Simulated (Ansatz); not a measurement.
A run for Ansatz (an electronic-structure program): U-CCSD(T)/cc-pVTZ on aminoborane (SMILES BN), a point of a bond scan (R = 1.359 Å).

Ansatz 0.2 input:
```yaml
crystal:
  periodic: [false, false, false]
  atoms:
    - {symbol: B, position_ang: [-0.77598333, 0.04477233, -0.00303336]}
    - {symbol: N, position_ang: [0.60927771, -0.03515382, 0.00238170]}
    - {symbol: H, position_ang: [-1.41381575, -0.96287333, -0.03105655]}
    - {symbol: H, position_ang: [-1.29389237, 1.11910141, 0.02047198]}
    - {symbol: H, position_ang: [1.41986659, 1.05558431, 0.03335491]}
    - {symbol: H, position_ang: [1.11296685, -0.90681330, -0.01624534]}
basis:
  gaussian:
    orbitals: cc-pVTZ
correlation: {method: ccsd_t, electrons: outside_noble_gas}
scf: {omitted_lower_state_checks: [cluster_reference]}
magnetization: {spin_polarized: true, initial_magnetization: 0}
```

The log:

```
WARN ansatz: RAYON_NUM_THREADS=1 ignored (pool sized by the plan → 1); use --threads N
Functional definition: HF
these checks for a lower state are left out or cut short: cluster_reference
integrals: 0.27 GiB planned
657 factors; integrals over basis functions are off by at most 1.2e-3 eV
mean field: 0.23 GiB planned
mean field evaluation 1: about -2214.5280 eV, gradient 2.1e1 eV
mean field evaluation 2: about -2214.5295 eV, gradient 2.1e1 eV
mean field evaluation 4: about -2216.6292 eV, gradient 2.0e0 eV
mean field evaluation 8: about -2216.6610 eV, gradient 2.1e-4 eV
mean field -2216.66101268 eV, -81.4607897090 hartree, gradient 1.8e-6 eV, S^2 0.000000; 0 other end points of the search recorded, 0 dependent functions left out
2 core orbitals not correlated
reference -2216.66101268 eV, -81.4607897090 hartree; 6, 6 occupied and 108, 108 virtual orbitals, 657 factors
second order -9.16723975 eV of doubles, -0.00000000 eV of singles
coupled cluster: 0.70 GiB planned
cycle   1  -9.46186529 eV  change   -2.9e-1 eV  update   7.0e-2
cycle   2  -9.74410017 eV  change   -2.8e-1 eV  update   2.3e-2
cycle   3  -9.80687157 eV  change   -6.3e-2 eV  update   1.2e-2
cycle   4  -9.80235376 eV  change    4.5e-3 eV  update   3.6e-3
cycle   5  -9.80316529 eV  change   -8.1e-4 eV  update   1.6e-3
cycle   6  -9.80274634 eV  change    4.2e-4 eV  update   4.5e-4
cycle   7  -9.80268979 eV  change    5.7e-5 eV  update   1.3e-4
cycle   8  -9.80269769 eV  change   -7.9e-6 eV  update   3.9e-5
cycle   9  -9.80268493 eV  change    1.3e-5 eV  update   1.1e-5
cycle  10  -9.80267918 eV  change    5.8e-6 eV  update   3.4e-6
perturbative correction -0.37445152 eV, -0.0137608397 hartree
Total energy: -2226.83814338 eV, -81.8347923640 hartree
Checks for a lower state left out: cluster_reference
```

The run converged.

Cost: roughly 8 core-seconds.
